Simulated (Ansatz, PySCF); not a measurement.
Potential energy curve for CuCl, singlet.

Methods: UHF/def2-TZVP (PySCF); RHF/def2-TZVP (PySCF); UKS-PBE0 = unrestricted PBE0/def2-TZVP (PySCF); RKS-PBE0 = restricted PBE0/def2-TZVP run with PySCF; UKS-M06-2X = unrestricted M06-2X/def2-TZVP (PySCF); RKS-M06-2X = restricted M06-2X/def2-TZVP in PySCF; UKS-LDA (SVWN5) = unrestricted LDA (SVWN5)/def2-TZVP run with PySCF; RKS-LDA (SVWN5) = restricted LDA (SVWN5)/def2-TZVP run with PySCF 2.14.0; UKS-PBE = Ansatz (a quantum-chemistry and plane-wave program) with unrestricted PBE/def2-TZVP; RKS-PBE = restricted PBE/def2-TZVP (Ansatz); UKS-B3LYP/6-31G* = unrestricted B3LYP/6-31G*, spherical d (PySCF); RKS-B3LYP/6-31G* = restricted B3LYP/6-31G*, spherical d run with PySCF; UKS-B3LYP/3-21G = unrestricted B3LYP/3-21G run with PySCF; RKS-B3LYP/3-21G = restricted B3LYP/3-21G (PySCF).

Scanned distances (Å): 1.66, 1.75, 1.86, 1.95, 2.02, 2.08, 2.15, 2.21, 2.30, 2.43, 2.55, 2.78, 3.15, 3.43, 3.76, 4.20, 4.61, 5.13, 5.59, 6.29, 7.34, 8.35.

### Question
Where does the unrestricted solution first break spin symmetry (<S²> of 0.01 or more)?

### Answer
UHF: between 3.43 and 3.76 Å; UKS-PBE0: between 3.15 and 3.43 Å; UKS-M06-2X: between 3.15 and 3.43 Å; UKS-LDA (SVWN5): between 3.15 and 3.43 Å; UKS-PBE: between 3.15 and 3.43 Å; UKS-B3LYP/6-31G*: between 2.02 and 2.08 Å; UKS-B3LYP/3-21G: already at 1.66 Å.

| R / Å | <S²> UHF | E(RHF) − E(UHF) / kJ/mol | <S²> UKS-PBE0 | E(RKS-PBE0) − E(UKS-PBE0) / kJ/mol | <S²> UKS-M06-2X | E(RKS-M06-2X) − E(UKS-M06-2X) / kJ/mol | <S²> UKS-LDA (SVWN5) | E(RKS-LDA (SVWN5)) − E(UKS-LDA (SVWN5)) / kJ/mol | <S²> UKS-PBE | E(RKS-PBE) − E(UKS-PBE) / kJ/mol | <S²> UKS-B3LYP/6-31G* | E(RKS-B3LYP/6-31G*) − E(UKS-B3LYP/6-31G*) / kJ/mol | <S²> UKS-B3LYP/3-21G | E(RKS-B3LYP/3-21G) − E(UKS-B3LYP/3-21G) / kJ/mol |
|---|---|---|---|---|---|---|---|---|---|---|---|---|---|---|
| 1.66 | 0.00 | 0.0 | 0.00 | 0.0 | 0.00 | 0.0 | 0.00 | 0.0 | 0.00 | 0.0 | 0.00 | 0.0 | 0.15 | 1.4 |
| 1.75 | 0.00 | 0.0 | 0.00 | 0.0 | 0.00 | 0.0 | 0.00 | 0.0 | 0.00 | 0.0 | 0.00 | 0.0 | 0.31 | 6.6 |
| 1.86 | 0.00 | 0.0 | 0.00 | 0.0 | 0.00 | 0.0 | 0.00 | 0.0 | 0.00 | 0.0 | 0.00 | 0.0 | 0.58 | 19.3 |
| 1.95 | 0.00 | 0.0 | 0.00 | 0.0 | 0.00 | 0.0 | 0.00 | 0.0 | 0.00 | 0.0 | 0.00 | 0.0 | 0.72 | 32.5 |
| 2.02 | 0.00 | 0.0 | 0.00 | 0.0 | 0.00 | 0.0 | 0.00 | 0.0 | 0.00 | 0.0 | 0.00 | 0.0 | 0.80 | 43.1 |
| 2.08 | 0.00 | 0.0 | 0.00 | 0.0 | 0.00 | 0.0 | 0.00 | 0.0 | 0.00 | 0.0 | 0.09 | 0.4 | 0.85 | 51.8 |
| 2.15 | 0.00 | 0.0 | 0.00 | 0.0 | 0.00 | 0.0 | 0.00 | 0.0 | 0.00 | 0.0 | 0.18 | 1.4 | 0.90 | 61.4 |
| 2.21 | 0.00 | 0.0 | 0.00 | 0.0 | 0.00 | 0.0 | 0.00 | 0.0 | 0.00 | 0.0 | 0.23 | 2.7 | 0.94 | 68.9 |
| 2.30 | 0.00 | 0.0 | 0.00 | 0.0 | 0.00 | 0.0 | 0.00 | 0.0 | 0.00 | 0.0 | 0.30 | 4.8 | 0.97 | 78.7 |
| 2.43 | 0.00 | 0.0 | 0.00 | 0.0 | 0.00 | 0.0 | 0.00 | 0.0 | 0.00 | 0.0 | 0.37 | 8.0 | 1.00 | 90.9 |
| 2.55 | 0.00 | 0.0 | 0.00 | 0.0 | 0.00 | 0.0 | 0.00 | 0.0 | 0.00 | 0.0 | 0.41 | 10.9 | 1.00 | 99.2 |
| 2.78 | 0.00 | 0.0 | 0.00 | 0.0 | 0.00 | 0.0 | 0.00 | 0.0 | 0.00 | 0.0 | 0.48 | 16.1 | 1.00 | 110.8 |
| 3.15 | 0.00 | 0.0 | 0.00 | 0.0 | 0.00 | 0.0 | 0.00 | 0.0 | 0.00 | 0.0 | 0.58 | 24.7 | 1.00 | 129.2 |
| 3.43 | 0.00 | 0.0 | 0.25 | 3.6 | 0.26 | 5.0 | 0.01 | 0.0 | 0.06 | 0.1 | 0.73 | 34.9 | 1.01 | 145.3 |
| 3.76 | 0.87 | 17.3 | 0.45 | 13.7 | 0.44 | 17.4 | 0.22 | 1.4 | 0.33 | 3.8 | 0.87 | 50.9 | 1.01 | 160.9 |
| 4.20 | 0.97 | 60.3 | 0.59 | 28.8 | 0.58 | 35.0 | 0.47 | — | 0.52 | 12.2 | 0.94 | 72.1 | 1.00 | 177.2 |
| 4.61 | 1.00 | 95.4 | 0.67 | 41.1 | 0.67 | 49.1 | 0.58 | — | 0.61 | 19.3 | 0.96 | 87.5 | 1.00 | 186.3 |
| 5.13 | 1.01 | 131.7 | 0.74 | 53.3 | 0.76 | 64.2 | 0.66 | — | 0.68 | 25.9 | 0.97 | 101.4 | 1.00 | 193.3 |
| 5.59 | 1.01 | 157.3 | 0.77 | 61.3 | 0.82 | 75.2 | 0.69 | — | 0.71 | 29.7 | 0.98 | 110.1 | 1.00 | 197.7 |
| 6.29 | 1.01 | 187.2 | 0.80 | 70.0 | 0.88 | 88.2 | 0.72 | — | 0.73 | 33.4 | 0.99 | 119.2 | 1.00 | 202.8 |
| 7.34 | 1.01 | 218.3 | 0.83 | 78.4 | 0.93 | 101.9 | 0.74 | — | 0.75 | 36.1 | 0.99 | 127.1 | 0.00 | — |
| 8.35 | 1.01 | 239.0 | 0.85 | 83.8 | 0.96 | 111.5 | 0.75 | — | 0.76 | 37.4 | 1.57 | — | 0.00 | — |

A dash means that the run gave no value there, or that the column was ended at a point which the program doubted or which failed a test of continuity chosen for this set; such a test can also cut sound points.
